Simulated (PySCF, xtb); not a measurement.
CH6ClGeN, SMILES [CH3][Ge@@H]([Cl])[NH2].

xtb with GFN2-xTB at its own geometry gives an orbital gap of 7.26 eV and a dipole moment of 3.01 D.

The structure is a stationary point at PBE0-D3(BJ)/def2-SVP. The structure was generated by enumeration; whether it is a known compound was not checked. One conformer was computed; it need not be the lowest.

### Question
What does M06-2X/def2-TZVP in PySCF give? (An estimate is asked for; the answer gives what the named calculation found.)

### Answer
gap 10.50 eV (levels -9.21 and 1.29 eV), dipole 1.85 D.
